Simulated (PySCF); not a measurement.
An unknown shows these calculated signals:

1H NMR (600 MHz, computed): δ 5.33 (s, 4H), 3.58 (s, 6H).

13C{1H} NMR (computed): δ 56.0 (CH3).

[PySCF: GFN2-xTB structure; shieldings: GIAO PBE0/pcSseg-1; non-relativistic; no solvent; one conformer; averaged over atoms made equivalent by symmetry, fast rotation or ring inversion]

Referencing at the same level of theory: 1H (σref 31.72), 13C (σref 186.93) vs TMS.

Which of these does the molecule contain: an ester, an aldehyde, a Si–H bond, a CF3 group?

Answers


- An ester: no.
- An aldehyde: no.
- A Si–H bond: yes (δH 5.33 (s)).
- A CF3 group: no.

The data belong to `CO[SiH2][SiH2]OC`, C2H10O2Si2; they needn't prove each group on their own.

Carbon signals by region: 1 at 50–100 ppm.

Shifts are as computed. Against solution values, carbons near 30 ppm lie about +3 ppm off and those near 130 ppm about +5 ppm. Of 1211 compounds with measured shifts, 218 miss one by over three times the rms of a fit or turn the order of signals round; such compounds aren't used in these exercises. No couplings were computed; multiplicities are counted from neighbouring protons, with m where these are inequivalent, close in shift, in a saturated or five-membered ring or joined by F or P, and br s for small geminal =CH2 splittings.
